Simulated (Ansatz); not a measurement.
Geometry optimisation, UKS PBE-D4/def2-SVP (Ansatz 0.2.0).

Input file:

```yaml
crystal:
  periodic: [false, false, false]
  atoms:
    - { symbol: Si, position_ang: [0.0, 0.0, 0.0] }
    - { symbol: H, position_ang: [0.0, 0.0, 1.71] }
    - { symbol: F, position_ang: [1.4994, 0.0, -0.5295] }
    - { symbol: F, position_ang: [-0.7489, 1.2974, -0.5295] }
    - { symbol: F, position_ang: [-0.7489, -1.2974, -0.5295] }
    - { symbol: H, position_ang: [0.0, 0.0, 2.67] }
magnetization:
  spin_polarized: true
  initial_magnetization: 1
basis:
  gaussian: { orbitals: def2-SVP }
hamiltonian:
  xc: pbe
  dispersion: d4
relax:
  f_tol: 0.15
  max_steps: 25
  restrain:
    - { distance: [1, 5], at: 1.86, k: 30.0 }
    - { distance: [0, 1], at: 1.46, k: 30.0 }
```

Launched with:

```bash
$ ansatz run input.yaml --threads 2 --pin off --max-ram 3072MiB --backend cpu --events-out ev --progress --plain --runs-dir out
```

Task: Where does it end, and by what steps?

Result: It converged. The restraints hold the end off the free minimum; the threshold counts their pulls, which the force column leaves out. Restrained pairs: H2–H6 (0.96 → 1.86 Å), Si1–H2 (1.71 → 1.47 Å). After 5 steps the energy has fallen by 0.044 eV (the restraints' own energy left out); H6 moved furthest, 0.62 Å.

```
step  energy less start (eV)  largest force component (eV/Å)  accepted
   0                  0.0000                           1.294       yes
   1                  0.0360                           0.626       yes
   2                  0.0847                           1.777       yes
   3                 -0.0281                           0.385       yes
   4                 -0.0419                           0.243       yes
   5                 -0.0440                           0.349       yes
```

```xyz
6
Properties=species:S:1:pos:R:3
Si 0.000 0.000 -0.048
H 0.000 0.000 1.424
F 1.510 0.000 -0.624
F -0.754 1.307 -0.624
F -0.754 -1.307 -0.624
H 0.000 0.000 3.288
```

Time of the run: 5.8 s on 2 threads of Intel(R) Xeon(R) Platinum 8559C (Emerald Rapids), on a shared host, peak memory 0.14 GiB.
